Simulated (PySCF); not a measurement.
# C7H9O2: g tensor and hyperfine couplings

Compound: C7H9O2 (doublet state).
Cartesian coordinates in Å at the GFN2-xTB level; atoms count from 1:
```xyz
18
C7H9O2 angstrom
O      3.090   -0.263    0.730
C      2.348    0.150   -0.134
C      2.251    0.175   -1.552
O      1.088    0.851   -1.612
C      1.000    0.917   -0.156
C     -0.208    0.215    0.423
C     -1.586    0.718   -0.048
C     -1.998   -0.731   -0.351
C     -0.546   -1.182   -0.130
H      2.795   -0.135   -2.425
H      1.055    1.958    0.169
H     -0.099    0.220    1.508
H     -2.178    1.239    0.701
H     -1.514    1.335   -0.941
H     -2.687   -1.141    0.383
H     -2.397   -0.906   -1.347
H     -0.025   -1.407   -1.058
H     -0.399   -2.006    0.563
```

The hyperfine couplings belong to this conformer and change with its torsions.

Identity: `O=C1[CH]O[C@H]1C1CCC1` [radical].

Level of theory: UKS B3LYP, pcH-1 on C H O, non-relativistic, mean-field spin-orbit, GIAO (PySCF 2.14.0). The structure is a single GFN2-xTB conformer in the gas phase; no vibrational or solvent corrections. A GFN2-xTB geometry isn't a minimum of the functional, and hyperfine couplings can be far from their values at a DFT geometry. No stability test was run, so a lower SCF solution isn't excluded.

```json
{
 "g1, g2, g3": "2.00204, 2.00512, 2.00762",
 "g_iso": "2.00493",
 "Form of g": "rhombic: the two nearest values differ by 45 % of g3 − g1",
 "⟨S²⟩": "0.7583 (exact 0.7500)",
 "Total energy": "-422.52659 Eh",
 "Basis functions": "315"
}
```

Hyperfine couplings atom by atom, in mT; T1 to T3 are the principal values of the dipolar part (MHz turned into mT with g_iso):

```json
{"atom": "O1", "isotope": "17O", "a_iso": "-0.68", "T1": "-3.05", "T2": "1.51", "T3": "1.54", "Mulliken spin population": "0.27"}
{"atom": "C2", "isotope": "13C", "a_iso": "-1.00", "T1": "-0.18", "T2": "0.03", "T3": "0.16", "Mulliken spin population": "-0.02"}
{"atom": "C3", "isotope": "13C", "a_iso": "1.67", "T1": "-1.82", "T2": "-1.81", "T3": "3.62", "Mulliken spin population": "0.59"}
{"atom": "O4", "isotope": "17O", "a_iso": "-0.92", "T1": "-3.05", "T2": "1.48", "T3": "1.56", "Mulliken spin population": "0.20"}
{"atom": "C5", "isotope": "13C", "a_iso": "-0.21", "T1": "-0.05", "T2": "-0.03", "T3": "0.09", "Mulliken spin population": "-0.01"}
{"atom": "C6", "isotope": "13C", "a_iso": "-0.19", "T1": "-0.02", "T2": "0.00", "T3": "0.02", "Mulliken spin population": "0.00"}
{"atom": "C7", "isotope": "13C", "a_iso": "0.02", "T1": "-0.01", "T2": "-0.01", "T3": "0.02", "Mulliken spin population": "0.00"}
{"atom": "C8", "isotope": "13C", "a_iso": "0.02", "T1": "-0.01", "T2": "-0.01", "T3": "0.02", "Mulliken spin population": "0.00"}
{"atom": "C9", "isotope": "13C", "a_iso": "0.00", "T1": "-0.02", "T2": "-0.01", "T3": "0.03", "Mulliken spin population": "0.00"}
{"atom": "H10", "isotope": "1H", "a_iso": "-1.52", "T1": "-0.85", "T2": "-0.07", "T3": "0.93", "Mulliken spin population": "-0.03"}
{"atom": "H11", "isotope": "1H", "a_iso": "-0.39", "T1": "-0.15", "T2": "-0.07", "T3": "0.22", "Mulliken spin population": "-0.01"}
{"atom": "H12", "isotope": "1H", "a_iso": "0.02", "T1": "-0.05", "T2": "-0.03", "T3": "0.08", "Mulliken spin population": "0.00"}
{"atom": "H13", "isotope": "1H", "a_iso": "0.00", "T1": "-0.02", "T2": "-0.02", "T3": "0.04", "Mulliken spin population": "0.00"}
{"atom": "H14", "isotope": "1H", "a_iso": "0.00", "T1": "-0.06", "T2": "-0.05", "T3": "0.11", "Mulliken spin population": "0.00"}
{"atom": "H15", "isotope": "1H", "a_iso": "0.00", "T1": "-0.02", "T2": "-0.02", "T3": "0.03", "Mulliken spin population": "0.00"}
{"atom": "H16", "isotope": "1H", "a_iso": "0.00", "T1": "-0.03", "T2": "-0.02", "T3": "0.05", "Mulliken spin population": "0.00"}
{"atom": "H17", "isotope": "1H", "a_iso": "0.01", "T1": "-0.12", "T2": "-0.08", "T3": "0.21", "Mulliken spin population": "0.00"}
{"atom": "H18", "isotope": "1H", "a_iso": "0.00", "T1": "-0.05", "T2": "-0.03", "T3": "0.08", "Mulliken spin population": "0.00"}
```

Largest spin populations (Mulliken): C3 (+0.59), O1 (+0.27) and O4 (+0.20). Three atoms exceed +0.15. The angles at C3 add up to 360.0°, so it is planar; its axial dipolar tensor and the negative coupling of its proton fit spin in a p orbital normal to that plane.

The SMILES `O=C1[CH]O[C@H]1C1CCC1` draws the unpaired electron on C3, whose computed spin population is only +0.59.

Under fast tumbling the dipolar parts average out, and these isotropic splittings remain: 1 × 1H (H10, I = 1/2, 2 lines) with 1.52 mT and 1 × 1H (H11, I = 1/2, 2 lines) with 0.39 mT.

The 13C coupling of C3 (46.9 MHz) shows only in satellite lines or after enrichment, since that isotope makes up about 1.07 % of natural carbon.

The 17O coupling of O4 (-25.7 MHz) shows only in satellite lines or after enrichment, since that isotope makes up about 0.038 % of natural oxygen.

Examples of negative spin density at the nucleus (bohr⁻³): C2 (-0.0250), H10 (-0.0096) and C5 (-0.0051).

On one thread of an Arm Neoverse V2, on a shared host, this took 2.1 min (grids of density and orbitals included) and 1.0 GiB of memory at its peak.
